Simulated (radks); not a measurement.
Results of a calculation; reference values are marked as such.
Ar4+, configuration [Ne] 3s1.5 3p2 4f0.5 (fractional occupations, a model configuration). Code: a radial shooting solver on a logarithmic mesh with Libxc functionals. Model: scalar-relativistic Kohn-Sham, OLYP, spin-polarised, spherical densities, point nucleus; open shells are filled with parallel spins first.

Normalised radial functions P(r) = r R(r), r in bohr:

r          2p up  3s down   4f up
0.006176  0.0070   0.0898  0.0000
0.008042  0.0116   0.1127  0.0000
0.01047   0.0192   0.1399  0.0000
0.01363   0.0314   0.1710  0.0000
0.01775   0.0511   0.2051  0.0000
0.02312   0.0822   0.2395  0.0000
0.0301    0.1307   0.2693  0.0000
0.0392    0.2041   0.2869  0.0000
0.05104   0.3118   0.2814  0.0000
0.06646   0.4629   0.2396  0.0000
0.08654   0.6629   0.1486  0.0001
0.1127    0.9072   0.0031  0.0002
0.1467    1.1738  -0.1858  0.0004
0.1911    1.4161  -0.3797  0.0011
0.2488    1.5654  -0.5100  0.0026
0.324     1.5538  -0.4935  0.0061
0.4218    1.3507  -0.2717  0.0137
0.5493    0.9956   0.1363  0.0295
0.7153    0.5996   0.6033  0.0609
0.9314    0.2834   0.9351  0.1184
1.213     0.0977   0.9823  0.2106
1.579     0.0222   0.7475  0.3330
2.056     0.0029   0.4146  0.4617
2.677     0.0002   0.1583  0.5578
3.486     0.0000   0.0362  0.5606
4.54      0.0000   0.0044  0.4239
5.911     0.0000   0.0002  0.2295
7.697     0.0000   0.0000  0.0785
10.02     0.0000   0.0000  0.0138

2p up: eigenvalue -306.13 eV, 0 radial nodes, <r> = 0.374 bohr, 90 % of the charge inside 0.618 bohr. 3s down: eigenvalue -82.063 eV, 2 radial nodes at r = 0.113, 0.508 bohr, <r> = 1.25 bohr, 90 % of the charge inside 1.86 bohr. 4f up: eigenvalue -17.891 eV, 0 radial nodes, <r> = 3.49 bohr, 90 % of the charge inside 5.19 bohr.
